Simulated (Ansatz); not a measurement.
H3O3P, SMILES OP(O)O.

Coordinates come from a B3LYP-D3(BJ)/def2-SVP optimisation. Other conformers were not sampled.

Two levels are set side by side: PBE/def2-SVPD (Ansatz, a quantum-chemistry and plane-wave program) and CAM-B3LYP/def2-SVPD (Ansatz). Energy differences of separate SCF runs at the same geometry; the states with an electron removed or added have multiplicity 2 and 2. Differences are taken from unrounded values.

```
quantity                           CAM-B3LYP   PBE  PBE minus CAM-B3LYP
---------------------------------  ---------  ----  -------------------
vertical ionisation energy (eV)         9.83  9.36                -0.47
vertical singlet–triplet gap (eV)       5.29  4.88                -0.40
```
